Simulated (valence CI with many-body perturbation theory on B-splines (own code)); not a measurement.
## Rh32+: electric-dipole lines

Computed by relativistic CI+MBPT: three valence electrons over a frozen Dirac-Fock core [Ne], a basis of 11 s, 11 p, 9 d, 7 f, 5 g, 2 h, 1 i functions for each j, with the one-electron correlation potential Σ1, the two-electron term Σ2, the three-electron term Σ3, Breit, model QED; selected CI, second order for the rest (own B-spline code, finite nucleus).

No measured spectrum was set against this ion. As an estimate, large intervals hold to a few tenths of a per cent, small ones and those within an open d or f shell to about a per cent.

Lines 151 to 200 of 281 in falling wavelength, among levels below 3152.5 × 10³ cm⁻¹, chosen from the strongest by gf and those to the six lowest levels. Wavelengths and rates use the calculated energies. Electric multipoles are in the length gauge, E1 and E2 with the static RPA response of the core. Weak lines are less certain than strong ones. Lines between different terms over intervals too small for the method are left out, as are lines whose strength nearly cancels. The highest levels of a list are the least certain.

Levels are named by their leading jj configuration (3d3/2^4 stands for four electrons in 3d with j = 3/2), which in mixed levels can hold well under half, so a name can repeat and another be missing. Letters in brackets count levels of one name in rising energy.

```tsv
λ vac (nm)	Upper	Lower	A (s⁻¹)	log gf	Branch %
9.378	(3p3/2^2 3d3/2) J=7/2	(3s 3p3/2 3d3/2) J=5/2 [a]	1.43e+10	-0.82	7.6
9.376	(3p3/2^3) J=3/2	(3s^2 3d5/2) J=5/2	1.66e+10	-1.06	5.4
9.367	(3s^2 3d5/2) J=5/2	(3s^2 3p3/2) J=3/2	1.18e+11	-0.03	100.0
9.360	(3s 3d5/2^2) J=9/2	(3s 3p3/2 3d5/2) J=9/2	6.70e+10	-0.06	47.0
9.341	(3s 3p1/2 3d5/2) J=3/2	(3s 3p1/2 3p3/2) J=3/2 [b]	6.03e+10	-0.50	32.5
9.329	(3s 3d3/2 3d5/2) J=5/2 [b]	(3s 3p3/2 3d5/2) J=7/2 [a]	2.94e+10	-0.64	13.4
9.307	(3s 3d3/2 3d5/2) J=5/2 [b]	(3s 3p3/2 3d3/2) J=3/2 [a]	1.35e+10	-0.98	6.1
9.306	(3s 3p1/2 3d5/2) J=5/2 [b]	(3s 3p1/2 3p3/2) J=3/2 [a]	4.73e+10	-0.43	56.4
9.286	(3s 3d3/2 3d5/2) J=5/2 [b]	(3s 3p3/2 3d3/2) J=5/2 [a]	6.00e+10	-0.33	27.4
9.250	(3s 3p3/2^2) J=3/2	(3s^2 3p3/2) J=3/2	1.87e+11	-0.02	93.7
9.200	(3s 3p3/2 3d5/2) J=1/2	(3s^2 3d3/2) J=3/2	9.30e+10	-0.63	40.9
9.115	(3p3/2^3) J=3/2	(3s 3p3/2^2) J=1/2	4.20e+10	-0.68	13.8
9.053	(3p1/2 3p3/2 3d5/2) J=5/2 [a]	(3s 3p1/2 3d3/2) J=3/2 [a]	1.23e+10	-1.04	9.0
9.051	(3s 3p3/2 3d3/2) J=5/2 [a]	(3s 3p1/2 3p3/2) J=3/2 [b]	1.28e+09	-2.03	0.9
9.046	(3s 3p1/2 3d3/2) J=3/2 [a]	(3s 3p1/2^2) J=1/2	6.64e+09	-1.49	46.7
9.040	(3s 3p3/2 3d5/2) J=7/2 [b]	(3s 3p3/2^2) J=5/2	5.91e+10	-0.24	64.7
9.032	(3s 3p3/2 3d3/2) J=3/2 [a]	(3s 3p1/2 3p3/2) J=3/2 [b]	9.62e+09	-1.33	8.2
9.014	(3s 3p3/2 3d3/2) J=1/2 [a]	(3s 3p1/2 3p3/2) J=3/2 [b]	2.42e+09	-2.23	2.2
8.989	(3p1/2 3p3/2 3d3/2) J=3/2 [a]	(3p1/2^2 3p3/2) J=3/2	1.59e+10	-1.11	15.5
8.909	(3s 3p1/2 3d5/2) J=5/2 [c]	(3s 3p1/2 3p3/2) J=5/2	2.65e+09	-1.72	3.2
8.868	(3s 3p3/2 3d5/2) J=5/2 [b]	(3s^2 3d3/2) J=3/2	4.15e+10	-0.53	16.4
8.703	(3s 3p3/2 3d5/2) J=3/2 [a]	(3s 3p1/2 3p3/2) J=3/2 [b]	4.40e+09	-1.70	6.8
8.698	(3p3/2^2 3d5/2) J=7/2	(3s 3p1/2 3d5/2) J=5/2 [b]	3.06e+10	-0.56	26.7
8.641	(3s 3d3/2^2) J=3/2	(3s 3p1/2 3d3/2) J=1/2	8.31e+10	-0.43	37.3
8.631	(3p1/2 3p3/2^2) J=1/2	(3s 3p1/2 3p3/2) J=3/2 [a]	2.82e+09	-2.20	2.7
8.565	(3s 3p3/2 3d3/2) J=3/2 [b]	(3s 3p1/2 3p3/2) J=1/2	1.25e+11	-0.26	51.0
8.545	(3s 3d3/2^2) J=5/2	(3s 3p1/2 3d3/2) J=3/2 [b]	8.72e+10	-0.24	39.4
8.540	(3s 3p1/2 3d5/2) J=3/2	(3s 3p1/2 3p3/2) J=5/2	1.03e+09	-2.34	0.6
8.527	(3p3/2^2 3d5/2) J=7/2	(3s 3p1/2 3d5/2) J=7/2	2.10e+10	-0.74	18.4
8.445	(3s 3p3/2 3d5/2) J=7/2 [c]	(3s 3p3/2^2) J=5/2	2.01e+10	-0.77	13.0
8.437	(3s 3p3/2 3d5/2) J=5/2 [a]	(3s 3p1/2 3p3/2) J=3/2 [b]	9.26e+08	-2.23	0.9
8.424	(3s 3p1/2 3d5/2) J=5/2 [c]	(3s 3p1/2 3p3/2) J=3/2 [a]	2.66e+07	-3.77	0.0
8.342	(3s 3d3/2 3d5/2) J=7/2	(3s 3p1/2 3d5/2) J=5/2 [b]	2.23e+10	-0.73	13.8
8.316	(3p3/2^2 3d5/2) J=9/2	(3s 3p1/2 3d5/2) J=7/2	1.88e+10	-0.71	20.7
8.299	(3p1/2 3p3/2 3d5/2) J=3/2 [a]	(3p1/2^2 3p3/2) J=3/2	3.41e+10	-0.85	27.1
8.298	(3s 3p3/2 3d3/2) J=5/2 [a]	(3s 3p1/2 3p3/2) J=5/2	9.62e+10	-0.23	66.1
8.282	(3s 3p3/2 3d3/2) J=3/2 [a]	(3s 3p1/2 3p3/2) J=5/2	2.13e+10	-1.06	18.1
8.277	(3p1/2 3p3/2 3d5/2) J=5/2 [a]	(3p1/2^2 3p3/2) J=3/2	2.82e+10	-0.76	20.7
8.273	(3p1/2 3p3/2^2) J=3/2	(3s 3p1/2^2) J=1/2	2.28e+10	-1.03	21.1
8.264	(3s 3p3/2 3d5/2) J=7/2 [a]	(3s 3p1/2 3p3/2) J=5/2	9.98e+10	-0.09	89.2
8.248	(3s 3d3/2^2) J=5/2	(3p1/2 3p3/2^2) J=3/2	1.95e+10	-0.92	8.8
8.228	(3p3/2^2 3d3/2) J=1/2	(3p1/2 3p3/2^2) J=3/2	1.16e+11	-0.63	62.7
8.185	(3s 3d3/2 3d5/2) J=7/2	(3s 3p1/2 3d5/2) J=7/2	6.51e+10	-0.28	40.2
8.094	(3s 3p1/2 3d5/2) J=3/2	(3s 3p1/2 3p3/2) J=3/2 [a]	3.81e+10	-0.82	20.6
8.073	(3p3/2^2 3d3/2) J=3/2	(3p1/2 3p3/2^2) J=3/2	8.33e+10	-0.49	39.0
8.068	(3s 3p3/2 3d3/2) J=3/2 [b]	(3s 3p1/2 3p3/2) J=3/2 [b]	5.60e+10	-0.66	22.9
8.041	(3p1/2 3p3/2 3d3/2) J=3/2 [b]	(3p1/2^2 3p3/2) J=3/2	1.13e+11	-0.36	56.9
8.038	(3s 3d3/2 3d5/2) J=5/2 [a]	(3p1/2 3p3/2^2) J=3/2	2.62e+10	-0.82	13.8
8.032	(3p1/2 3p3/2 3d5/2) J=5/2 [b]	(3p1/2^2 3p3/2) J=3/2	3.98e+10	-0.64	24.4
8.004	(3s 3p3/2 3d5/2) J=3/2 [a]	(3s 3p1/2 3p3/2) J=5/2	3.76e+09	-1.84	5.8
```
